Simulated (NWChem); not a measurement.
Spin states of AlF₂I

SMILES: [F][Al]([F])[I]
```xyz
4

Al     0.0000     0.0000     1.3589
F     -1.4160     0.0000     2.2108
F      1.4160     0.0000     2.2108
I      0.0000     0.0000    -1.0842
```
Charge 0, spin multiplicity 1.

Program: NWChem. All single points use one geometry, from B3LYP/def2-SVP with def2 effective core potentials on I, a minimum by its harmonic frequencies.

Basis set: def2-SVP. The gap is E(triplet) − E(singlet) at the geometry of the singlet, so a negative value puts the higher spin lower. Open shells are unrestricted, coupled cluster uses restricted open-shell references, and the singlet is the closed-shell solution. The triplet is the single determinant that the SCF runs reached, with unpaired electrons in orbitals of symmetry a1 and b1 (C2v labels); it need not be the lowest triplet, which in molecules with degenerate π orbitals can need several determinants.

Relative cost: rough, from shared machines, SCF included, M06-2X = 1.

Effective core potentials replace the inner electrons of I; spin-orbit coupling is left out. The correlated methods keep 11 core orbitals frozen. B3LYP has NWChem's definition, with VWN1-RPA local correlation. The structure started from a generated list of species. No SCF solution was tested for a lower state. Open-shell Hartree-Fock references start from PBE0 orbitals; any time given for them includes that run. No row is a measurement; the coupled-cluster row has its own basis-set and correlation limits.

```json
[
 {"method": "HF", "vertical singlet-triplet gap (kcal/mol)": "[?]", "relative cost": "under 3"},
 {"method": "MP2", "vertical singlet-triplet gap (kcal/mol)": "135.3", "relative cost": "under 3"},
 {"method": "PBE0", "vertical singlet-triplet gap (kcal/mol)": "[?]", "relative cost": "under 3"},
 {"method": "CR-CCSD(T)", "vertical singlet-triplet gap (kcal/mol)": "132.1", "relative cost": "10"},
 {"method": "CCSD(T)", "vertical singlet-triplet gap (kcal/mol)": "132.0", "relative cost": "10"},
 {"method": "B3LYP", "vertical singlet-triplet gap (kcal/mol)": "124.8", "relative cost": "under 3"},
 {"method": "M06-2X", "vertical singlet-triplet gap (kcal/mol)": "[?]", "relative cost": "1"},
 {"method": "B2PLYP", "vertical singlet-triplet gap (kcal/mol)": "[?]", "relative cost": "under 3"}
]
```

What belongs in the gaps?


- HF, vertical singlet-triplet gap (kcal/mol): 128.2
- PBE0, vertical singlet-triplet gap (kcal/mol): 125.4
- M06-2X, vertical singlet-triplet gap (kcal/mol): 121.7
- B2PLYP, vertical singlet-triplet gap (kcal/mol): 129.3
